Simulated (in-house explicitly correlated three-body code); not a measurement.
Computed with an exponentially correlated three-body code. Model: two electrons around a point charge, non-relativistic, variational in 260 exponentially correlated functions (energies converged to about 1e-7 hartree, or 1e-8 relative for large Z).

Command:
```bash
python run_hyl.py task.json out
```
Settings (lengths in bohr, energies in hartree):
```
Z                      2.5
nuclear_mass           7
interaction_strength   1
functions              260
states_tried           13
```

Cost of the run: 35 s on 1 thread of Intel(R) Xeon(R) Platinum 8375C CPU @ 2.90GHz (Ice Lake), with other jobs on the host.

**Those bound S and P states to n = 4 that converged, binding against the one-electron ion.**

Given: nuclear charge 2.5; mass of the centre 7 electron masses.

Computed: one-electron threshold -2.734375 hartree.

| term | energy (hartree) | binding (eV) |
| --- | --- | --- |
| 1 1S | -4.22327296 | 40.515 |
| 2 3S | -3.05085335 | 8.6118 |
| 2 3P | -3.02043178 | 7.784 |
| 2 1S | ? | ? |
| 2 1P | -2.96822529 | 6.3634 |
| 3 3S | -2.86327303 | 3.5075 |
| 3 1S | -2.85261029 | 3.2173 |
| 4 3S | ? | ? |
| 4 1S | -2.79980968 | 1.7806 |

Q: What belongs in the row 2 1S?

A: energy (hartree): -3.01008321; binding (eV): 7.5024.

Q: What belongs in the row 4 3S?

A: energy (hartree): -2.80407913; binding (eV): 1.8967.

**Converged states only, values per electron or pair.**

```
term  mean r (bohr)  mean r squared (bohr²)  mean inverse r (1/bohr)  mean r12 (bohr)  mean inverse r12 (1/bohr)  mean cosine  mean p1 dot p2 (bohr⁻²)  delta r1 (bohr⁻³)  delta r12 (bohr⁻³)
1 1S        0.81127                 0.90092                   1.9129           1.2024                     1.1181    -0.007581                 0.017122             2.5369             0.18022
2 3S         2.1462                  7.8992                   1.2846           3.6854                    0.32136    0.0063498                -0.011677             1.7528                   -
2 3P         1.9357                   6.507                   1.2838           3.2977                    0.37811    -0.039665                 -0.22722             1.6276                   -
2 1S              ?                       ?                        ?                ?                          ?            ?                        ?                  ?                   ?
2 1P         2.3897                   10.25                   1.2474           4.1448                     0.3004     0.015671                 0.033885             1.6777           0.0013628
3 3S         4.7224                  43.888                   1.1745           8.7898                     0.1462    0.0046262                -0.013782             1.6889                   -
3 1S         5.1083                  51.891                   1.1702           9.5578                    0.14564    0.0020755                -0.021909             1.6857           0.0058145
4 3S              ?                       ?                        ?                ?                          ?            ?                        ?                  ?                   -
4 1S         8.9447                  166.79                   1.1364           17.218                   0.082393     0.002079                -0.012722             1.6739           0.0024168
```

Q: What belongs in the row 2 1S?

A: mean r (bohr): 2.398; mean r squared (bohr²): 10.152; mean inverse r (1/bohr): 1.2685; mean r12 (bohr): 4.1742; mean inverse r12 (1/bohr): 0.32238; mean cosine: -0.0022673; mean p1 dot p2 (bohr⁻²): -0.046122; delta r1 (bohr⁻³): 1.7364; delta r12 (bohr⁻³): 0.020077.

Q: What belongs in the row 4 3S?

A: mean r (bohr): 8.424; mean r squared (bohr²): 147.26; mean inverse r (1/bohr): 1.1382; mean r12 (bohr): 16.178; mean inverse r12 (1/bohr): 0.082782; mean cosine: 0.0031749; mean p1 dot p2 (bohr⁻²): -0.0096168; delta r1 (bohr⁻³): 1.675.
